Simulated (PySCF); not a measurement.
**Ionisation energy of Cd²⁺ by level of theory**

Cd²⁺ [Kr] 4d10 (1S) → Cd³⁺ [Kr] 4d9 (2D), as a difference of total energies. Computed with PySCF 2.14 in def2-TZVPPD with the def2 core potential (28 electrons) (6s4p3d2f1g, 56 functions), with scalar relativity through the core potential. Correlated levels: valence and next inner shell: nothing frozen outside the core potential. The calculations carry no spin-orbit coupling.

```json
{"method": "UHF", "ionisation energy (eV)": "35.947", "difference from reference (eV)": "-1.521"}
{"method": "MP2 (valence and next inner shell)", "ionisation energy (eV)": "37.693", "difference from reference (eV)": "+0.225"}
{"method": "SCS-MP2 (valence and next inner shell)", "ionisation energy (eV)": "37.442", "difference from reference (eV)": "-0.026"}
{"method": "CCSD (valence and next inner shell)", "ionisation energy (eV)": "37.323", "difference from reference (eV)": "-0.145"}
{"method": "CCSD(T) (valence and next inner shell)", "ionisation energy (eV)": "37.382", "difference from reference (eV)": "-0.086"}
```

Reference: 37.468 ± 0.006 eV (measured; NIST Atomic Spectra Database, ionization energies).

The reference lies between the lowest fine-structure levels, while these numbers refer to the centres of the terms.

Errors of the correlated levels include the incompleteness of this basis.
